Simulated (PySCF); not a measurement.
# Electronic structure of [CrF6]2-

The complex [CrF6]2- (charge -2) contains Cr(IV), shell d2. The structure is a model geometry with rigid ligands and bond lengths from ionic radii, not a minimum; coordination octahedral, point group Oh, metal–donor distances 1.85 Å.

```
7

Cr    0.0000    0.0000    0.0000
F     0.0000    0.0000    1.8500
F     0.0000    0.0000   -1.8500
F     1.8500    0.0000    0.0000
F    -1.8500    0.0000    0.0000
F     0.0000    1.8500    0.0000
F     0.0000   -1.8500    0.0000
```

Method (PySCF 2.14, density fitting): CASSCF(2,5) with orbitals averaged over all microstates of the shell, strongly contracted NEVPT2 on the averaged canonical orbitals; basis x2c-TZVPall on the metal, x2c-SVPall elsewhere; spin-free X2C; IEF-PCM water; spin-orbit coupling by state interaction with the mean-field operator over all roots.

## Spin-free states

| 2S+1 | deg. | symmetry | free-ion term | CASSCF / cm⁻¹ | NEVPT2 / cm⁻¹ | f(ED) | occupations |
| --- | --- | --- | --- | --- | --- | --- | --- |
| 3 | 3 | 3T1g | 3F 0.93 | 0 | 0 | – | 0.7 0.7 0.7 0.0 0.0 |
| 1 | 3 | 1T2g | 1D 0.62 | 15186 | 13300 | – | 0.7 0.7 0.7 0.0 0.0 |
| 1 | 2 | 1Eg | 1D 0.52 | 15650 | 13524 | – | 0.7 0.7 0.7 0.0 0.0 |
| 3 | 3 | 3T2g | 3F 1.00 | 17840 | 21870 | 0 | 0.3 0.3 0.3 0.5 0.5 |
| 1 | 1 | 1A1g | 1G 0.76 | 32412 | 29362 | – | 0.6 0.6 0.6 0.1 0.1 |
| 3 | 3 | 3T1g | 3P 0.93 | 31587 | 31839 | 0 | 0.3 0.3 0.3 0.5 0.5 |
| 1 | 3 | 1T2g | 1G 0.62 | 34151 | 35730 | – | 0.3 0.3 0.3 0.5 0.5 |
| 1 | 3 | 1T1g | 1G 1.00 | 37889 | 39202 | – | 0.3 0.3 0.3 0.5 0.5 |
| 3 | 1 | 3A2g | 3F 1.00 | 37620 | 45372 | 0 | 0.0 0.0 0.0 1.0 1.0 |
| 1 | 2 | 1Eg | 1G 0.52 | 53727 | 58459 | – | 0.0 0.0 0.0 1.0 1.0 |
| 1 | 1 | 1A1g | 1S 0.76 | 74674 | 73233 | – | 0.1 0.1 0.1 0.9 0.9 |

Energies are counted from the ground state at NEVPT2 level. Weights follow the labels. f(ED) is the electric-dipole oscillator strength from the ground state at the fixed geometry, without vibronic coupling; occupations, where given, run over the ligand-field orbitals from the lowest.

## Ligand-field fit

```csv
cm⁻¹,CASSCF
10Dq,19247
B,1038
"B, free ion",1260
C,3940
"C, free ion",4759
rms of the fit,341
```

```tsv
orbital	CASSCF / cm⁻¹	metal share	main function
1	0	0.94	degenerate set
2	0	0.94	degenerate set
3	0	0.94	degenerate set
4	19247	0.83	degenerate set
5	19247	0.83	degenerate set
```

ζ = 270 cm⁻¹, against 319 for the free ion.

## Spin-orbit levels

| E / cm⁻¹ | deg. | make-up |
| --- | --- | --- |
| 0.0 | 2 | 1.00 3T1g |
| 6.3 | 3 | 1.00 3T1g |
| 383.7 | 3 | 1.00 3T1g |
| 569.8 | 1 | 1.00 3T1g |
| 13487.5 | 3 | 1.00 1T2g |
| 13724.2 | 2 | 1.00 1Eg |
| 21928.9 | 1 | 1.00 3T2g |
| 22009.8 | 3 | 1.00 3T2g |
| 22143.6 | 3 | 1.00 3T2g |
| 22147.1 | 2 | 1.00 3T2g |

Only the lowest levels are listed: 23 of 45 states.

## Magnetism

Degenerate or low-lying orbital states mix with the ground state, so no spin-only Hamiltonian applies. The lowest spin-orbit level is 2-fold; the next lies at 6.3 cm⁻¹. The two lowest states form a pseudo-doublet split by 0.000 cm⁻¹ with g_z = 0.00. μeff is 2.43 μB at 300 K and 1.00 μB at 10 K; the spin-only value is 2.83 μB.

```csv
T / K,χT / cm³ K mol⁻¹,μeff / μB
2,0.051,0.64
5,0.099,0.89
10,0.126,1.00
20,0.155,1.11
30,0.179,1.20
50,0.227,1.35
75,0.287,1.51
100,0.345,1.66
150,0.460,1.92
200,0.566,2.13
250,0.659,2.30
300,0.738,2.43
```

Powder magnetisation at 2 K: 0.02 μB at 0.5 T, 0.04 μB at 1 T, 0.09 μB at 2 T, 0.14 μB at 3 T, 0.22 μB at 5 T, 0.30 μB at 7 T.

Charge-transfer states lie outside this active space and may come lower than some of these levels. The ground state is orbitally degenerate in this regular structure, which would distort (Jahn–Teller), so its moment is that of the undistorted model. NEVPT2 lifts 3T2g from 17840 to 21870 cm⁻¹; on the d shell alone it tends to overshoot states that fill the eg-type orbitals. NEVPT2 on the d shell alone tends to put d–d bands too high for such charged or covalently bound ions.

The job took 9.7 s on one thread of Arm Neoverse V1 (shared host), with 132 basis functions, launched as `OMP_NUM_THREADS=1 python lf_run.py task.json out`.
